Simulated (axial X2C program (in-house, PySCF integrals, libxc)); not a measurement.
## Excited states of SI⁻ by EOM-EE-CCSD

Calculated with an axial X2C code built on PySCF integrals: two-component X2C with atomic mean-field Coulomb and Gaunt terms, Gaussian nuclei, basis I dyall-acv3z, S dyall-av3z with contracted cores.

R = 2.411 Å (near the PBE0 minimum at charge -1 of the determinant lowest at the starting distance; the state shown can have its own minimum elsewhere).

Vertical excitation energies from the closed-shell determinant state of SI⁻:

```json
{"Ω": "2", "excitation (eV)": "1.805", "cm⁻¹": "14555", "hole of the leading pair": "70% S pπ, 16% I pπ, 8% I dπ", "particle of the leading pair": "38% S pσ, 29% I pσ, 14% I dσ", "weight of the pair (for Ω = 0 its time-reversed partner can hold as much again)": "0.94", "singles weight": "0.94"}
{"Ω": "1", "excitation (eV)": "1.866", "cm⁻¹": "15053", "hole of the leading pair": "70% S pπ, 16% I pπ, 8% I dπ", "particle of the leading pair": "38% S pσ, 29% I pσ, 14% I dσ", "weight of the pair (for Ω = 0 its time-reversed partner can hold as much again)": "0.59", "singles weight": "0.94"}
{"Ω": "0⁻", "excitation (eV)": "1.947", "cm⁻¹": "15700", "hole of the leading pair": "75% S pπ, 12% I pπ, 8% I dπ", "particle of the leading pair": "39% S pσ, 29% I pσ, 13% I dσ", "weight of the pair (for Ω = 0 its time-reversed partner can hold as much again)": "0.47", "singles weight": "0.94"}
{"Ω": "0⁺", "excitation (eV)": "1.954", "cm⁻¹": "15757", "hole of the leading pair": "76% S pπ, 11% I pπ, 8% I dπ", "particle of the leading pair": "39% S pσ, 29% I pσ, 13% I dσ", "weight of the pair (for Ω = 0 its time-reversed partner can hold as much again)": "0.47", "singles weight": "0.94"}
{"Ω": "1", "excitation (eV)": "2.431", "cm⁻¹": "19604", "hole of the leading pair": "74% S pπ, 12% I pπ, 8% I dπ", "particle of the leading pair": "37% S pσ, 31% I pσ, 14% I dσ", "weight of the pair (for Ω = 0 its time-reversed partner can hold as much again)": "0.58", "singles weight": "0.93"}
{"Ω": "2", "excitation (eV)": "3.771", "cm⁻¹": "30415", "hole of the leading pair": "63% S pπ, 23% I pπ, 8% I dπ", "particle of the leading pair": "69% I sσ, 20% S sσ", "weight of the pair (for Ω = 0 its time-reversed partner can hold as much again)": "0.91", "singles weight": "0.93"}
{"Ω": "1", "excitation (eV)": "3.805", "cm⁻¹": "30692", "hole of the leading pair": "64% S pπ, 22% I pπ, 8% I dπ", "particle of the leading pair": "69% I sσ, 19% S sσ", "weight of the pair (for Ω = 0 its time-reversed partner can hold as much again)": "0.87", "singles weight": "0.93"}
{"Ω": "0⁻", "excitation (eV)": "3.956", "cm⁻¹": "31908", "hole of the leading pair": "72% S pπ, 15% I pπ, 8% I dπ", "particle of the leading pair": "67% I sσ, 19% S sσ, 8% S pσ", "weight of the pair (for Ω = 0 its time-reversed partner can hold as much again)": "0.46", "singles weight": "0.93"}
{"Ω": "0⁺", "excitation (eV)": "3.957", "cm⁻¹": "31919", "hole of the leading pair": "72% S pπ, 14% I pπ, 8% I dπ", "particle of the leading pair": "67% I sσ, 19% S sσ, 8% S pσ", "weight of the pair (for Ω = 0 its time-reversed partner can hold as much again)": "0.46", "singles weight": "0.93"}
{"Ω": "1", "excitation (eV)": "4.006", "cm⁻¹": "32308", "hole of the leading pair": "72% S pπ, 15% I pπ, 8% I dπ", "particle of the leading pair": "68% I sσ, 19% S sσ, 8% S pσ", "weight of the pair (for Ω = 0 its time-reversed partner can hold as much again)": "0.86", "singles weight": "0.92"}
{"Ω": "2", "excitation (eV)": "4.076", "cm⁻¹": "32879", "hole of the leading pair": "65% S pπ, 21% I pπ, 8% I dπ", "particle of the leading pair": "64% I pσ, 29% S pσ", "weight of the pair (for Ω = 0 its time-reversed partner can hold as much again)": "0.90", "singles weight": "0.93"}
```

This point took 92 s on 1 thread of Arm Neoverse N1, with other jobs on the host.

Reference electrons by ω block (each with its −ω partner): 1/2: 23, 3/2: 10, 5/2: 2. 14 electrons of SI⁻ correlated (inner shells frozen), 88 natural virtual spinors (a truncated set); levels can be off by some tenths of an eV. Roots sought by Ω: (0: 5, 1: 4, 2: 3, 3: 1); the list ends where they run out and leaves out roots under 60 % singles weight. The solver can skip a root, and states that need a further excitation, which the method places far too high, are missing though they may lie low or lowest. T1 of the reference 0.012 (Lee–Taylor). The highest Hartree–Fock level of the anion lies at -3.08 eV; relaxation, partly offset by correlation, puts the detachment threshold some tenths of an eV to over one eV lower in magnitude, and states above it are held by the basis set and are not bound. Number of frozen shells: I 4 s, 3 p, 2 d; S 2 s, 1 p.
